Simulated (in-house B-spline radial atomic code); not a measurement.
Values are calculated unless marked as measured or tabulated.
# What the choice of pseudopotential does to G0W0 on PBE0: Zn⁺

All numbers come from a B-spline radial code for spherical atoms, non-relativistic, configuration [Ar] 3d10 4s1, open shells at high spin. Semilocal Troullier-Martins pseudo-atoms, one channel per l, are made with PBE or LDA for several valence sets and radii, with or without a model core, and set against the all-electron atom. One channel fits only the lowest state of its l, so a second state of that l is approximate. All electrons give 4s up: PBE0 -14.972 eV, G0W0 -18.229 eV, 3d down: PBE0 -22.777 eV, G0W0 -27.905 eV. Potentials are made in the ion's own configuration unless the neutral atom is named, and a smooth local potential serves every l without a channel. Potentials that miss their own reference levels by more than 6 millihartree, or need radii over 3.5 bohr, are left out. Columns give pseudo minus all-electron, in eV; a dash marks a level in the core or of low weight.

| valence | made with | radii (bohr) | model core (bohr) | 4s up PBE0 | 4s up G0W0 | 3d down PBE0 | 3d down G0W0 |
| --- | --- | --- | --- | --- | --- | --- | --- |
| 3d 4s | LDA, neutral atom | s 2.42 p 3.40 d 1.94 | none | -0.21 | -0.67 | +0.77 | +3.74 |
| 3d 4s | PBE, neutral atom | s 2.79 p 3.40 d 2.19 | none | -0.29 | -0.83 | +1.20 | +4.04 |
| 3d 4s | PBE, neutral atom | s 1.71 p 2.46 d 1.35 | 0.36 | -0.31 | -0.66 | +1.59 | +5.29 |
| 3d 4s | PBE, neutral atom | s 1.93 p 2.76 d 1.52 | 0.36 | -0.32 | -0.68 | +1.63 | +5.15 |
| 3d 4s | PBE | s 2.32 p 2.95 d 1.94 | 0.36 | -0.30 | -0.75 | +1.71 | +4.80 |
| 3p 3d 4s | PBE | s 1.81 p 0.54 d 1.52 | none | -0.32 | -0.98 | +0.34 | +1.40 |
| 3p 3d 4s | PBE, neutral atom | s 1.71 p 0.48 d 1.35 | 0.32 | -0.33 | -0.99 | +0.40 | +1.56 |
| 3p 3d 4s | PBE, neutral atom | s 1.93 p 0.54 d 1.52 | 0.32 | -0.33 | -1.00 | +0.42 | +1.51 |
| 3p 3d 4s | LDA, neutral atom | s 2.10 p 0.60 d 1.69 | 0.32 | -0.26 | -0.96 | +0.26 | +1.26 |
| 3p 3d 4s | PBE, neutral atom | s 2.46 p 0.69 d 1.94 | 0.32 | -0.40 | -1.28 | +0.50 | +1.54 |
| 3s 3p 3d 4s | PBE, neutral atom | s 0.60 p 0.60 d 1.69 | none | -0.11 | -0.21 | 0.00 | +0.03 |
| 3s 3p 3d 4s | PBE | s 0.69 p 0.69 d 1.94 | none | -0.12 | -0.28 | +0.16 | +0.21 |
| 3s 3p 3d 4s | LDA, neutral atom | s 0.78 p 0.78 d 2.19 | none | -0.13 | -0.37 | -0.25 | -0.16 |
| 3s 3p 3d 4s | LDA, neutral atom | s 0.54 p 0.54 d 1.52 | 0.32 | 0.00 | -0.04 | -0.25 | -0.22 |

Task: How does the G0W0 shift of 4s up, which all sets hold, depend on the valence set?

Result: Mean size: 3s 3p 3d 4s: 0.23 eV; 3d 4s: 0.72 eV; 3p 3d 4s: 1.04 eV. A semicore state feels strong exchange with the other subshells of its n, so the gain is largest when that whole shell is in the valence. A larger valence set can do worse when it takes only part of a shell, whose exchange with the frozen rest is then left to the functional. The means mix radii and the functional used in making the potentials.
